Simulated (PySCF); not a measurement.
H₄O₃Si.
Geometry (PBE0-D3(BJ)/def2-SVP, Å), atoms numbered from 1 in this order:
```
atom  x, y, z in Å
O1     0.4594   -0.1241   -1.5515
Si2    0.1921   -0.0084    0.0723
O3    -1.0450    1.0531    0.3293
O4    -0.2588   -1.4926    0.6346
H5     0.8778   -0.9230   -1.8824
H6     1.4218    0.4557    0.7670
H7    -1.0891    1.8344   -0.2281
H8    -0.7638   -1.5306    1.4510
```

Computed, not measured: TDDFT wB97X-D/def2-SVPD, vertical, gas phase, core orbitals frozen in the response (PySCF 2.14.0, density-fitted response routines).

Transition dipole moments from the ground state, in atomic units and in the frame of the coordinates above (overall signs are arbitrary), for the states with f of 0.002 or more among the lowest 10:

```csv
state,E (eV),μx,μy,μz
S1,8.411,0.519,0.192,0.289
S4,9.054,0.015,0.507,-0.377
S5,9.061,0.354,-0.321,-0.419
S6,9.224,-0.212,-0.083,-0.109
S8,9.781,0.126,0.203,-0.518
S9,9.783,-0.283,0.482,0.116
S10,9.808,0.858,0.354,0.449
```

What oscillator strength does each state have?

f = (2/3) ΔE |μ|² with ΔE in hartree (27.2114 eV).

```csv
state,|μ|² (au),|μ| (D),f
S1,0.390,1.59,0.080
S4,0.400,1.61,0.089
S5,0.404,1.62,0.090
S6,0.064,0.64,0.014
S8,0.325,1.45,0.078
S9,0.326,1.45,0.078
S10,1.063,2.62,0.255
```

What angle do the transition dipoles of S1 and S6 make?

|cos θ| = |μa·μb| / (|μa| |μb|) = 1.00, so θ ≈ 2° (taken between 0 and 90°, since the signs are arbitrary).

How is the summed strength of these states shared among x, y and z?

(2/3) Σ ΔE μα² gives 0.293 for x, 0.185 for y and 0.206 for z, 0.684 in all.

What peak molar absorption coefficient would the strongest computed level give as a lone Gaussian band 0.4 eV wide at half height?

ε(max) = 2.175×10⁸ f / FWHM, with the width in cm⁻¹. S10: 2.175×10⁸ × 0.2553 / 3226 ≈ 17000 L mol⁻¹ cm⁻¹.

S4/S5 and S8/S9 coincide within about 0.01 eV; within a degenerate level the directions of the single components are arbitrary.

The vertical ionisation energy (ΔSCF) is 11.47 eV, 1.66 eV above S10.

One conformer stands for the species.

Without π bonds the low states may be Rydberg-like; a valence basis with one diffuse set may place them up to an eV too high.
